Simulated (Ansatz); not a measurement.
Energy needed to pull apart CH$_{2}$BFO (SMILES FB1CO1), singlet, into free ground-state atoms, from the structure below (displaced at random from a GFN2-xTB minimum); no zero-point or spin–orbit terms; open-shell atoms are treated unrestricted, in their ground-state multiplicity.

```
6
angstrom
F -0.8135 -1.9247 0.4294
B -0.4227 -0.7681 0.0317
C 0.3944 0.5204 0.1258
O -0.6521 0.1074 -0.8935
H 1.2980 0.6211 -0.3679
H 0.1141 1.4019 0.6857
```

Ansatz 0.2.0; basis: def2-TZVPP; cores frozen in the correlated methods. B3LYP uses VWN-RPA correlation.

| method | atomization energy (eV) |
| --- | --- |
| PBE-D4 | 27.80 |
| r2SCAN-D4 | ? |
| PBE0-D4 | ? |
| B3LYP-D4 | 26.79 |
| wB97X-V | 26.82 |
| wB97M-V | 26.97 |
| HF | 19.33 |
| MP2 | 27.11 |
| CCSD | 25.53 |
| CCSD(T) | 26.03 |

Problem. What does PBE0-D4 give? (An estimate is asked for; the value comes from the calculation.)

Solution. Computed: 26.98 eV, which is about 0.96 eV more than CCSD(T)/def2-TZVPP.

Problem. What does r2SCAN-D4 give? (To be estimated.)

Solution. The calculation gives: 27.07 eV, which is about 1.05 eV more than CCSD(T)/def2-TZVPP.

In triple zeta the MP2 and coupled-cluster atomization energies are still short of their basis limit by a few kcal/mol a bond, whereas those of the functionals are nearly converged, so these differences are not deviations from converged CCSD(T).

T1 diagnostic: at most 0.014.

For scale, one of the runs: CCSD(T)/def2-TZVPP forces, 152 basis functions (an equivalent command: `ansatz run in.yaml --threads 4`). Time: 75 s of wall clock on 4 CPU threads; the host was shared. Peak host memory: 2 GiB.
